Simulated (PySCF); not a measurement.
## M06-L on Ti²⁺ (titanium, charge +2)

Configuration: [Ar] 3d2, high-spin 3F determinant. All numbers are calculated (PySCF 2.14, the non-relativistic Hamiltonian (point nucleus), in cc-pVDZ (6s5p3d1f, 43 functions)).

```
Total energy                                                  : -848.583 hartree
One-electron energy                                           : -1150.356 hartree
Hartree (Coulomb) energy                                      : 343.444 hartree
Exchange-correlation energy                                   : -41.670 hartree
Kinetic energy                                                : 847.64218 hartree
⟨S²⟩                                                          : 2.0006
⟨L²⟩                                                          : 12.007
Sum of ⟨r⟩                                                    : 13.86 bohr
Sum of ⟨r²⟩                                                   : 16.43 bohr²
Traceless quadrupole moment −½Σ⟨3z² − r²⟩ along its main axis : 0.000871 e·bohr²
Density at the nucleus (Gaussians lack the cusp)              : 7080 bohr⁻³
Spin density at the nucleus                                   : 0.0292 bohr⁻³
Langevin diamagnetic susceptibility                           : -13.0 ×10⁻⁶ cm³/mol
Time after the integrals                                      : 1.4 s of wall time on 1 thread of Neoverse-V1 (shared host)
```

| shell | electrons | mean orbital energy (hartree) | spread (hartree) | rms radius, mean of both spins (bohr) |
| --- | --- | --- | --- | --- |
| 1s α | 1 | -179.03781 | 0 | 0.0813 |
| 1s β | 1 | -179.03765 | 0 | 0.0813 |
| 2s α | 1 | -20.42504 | 0 | 0.354 |
| 2s β | 1 | -20.39234 | 0 | 0.354 |
| 2p α | 3 | -17.07397 | 0.00001 | 0.322 |
| 2p β | 3 | -17.04955 | 0 | 0.322 |
| 3s α | 1 | -2.96243 | 0 | 1.08 |
| 3s β | 1 | -2.89177 | 0 | 1.08 |
| 3p α | 3 | -2.06697 | 0.00002 | 1.18 |
| 3p β | 3 | -1.99362 | 0 | 1.18 |
| 3d α | 2 | -0.76607 | 0 | 1.56 |
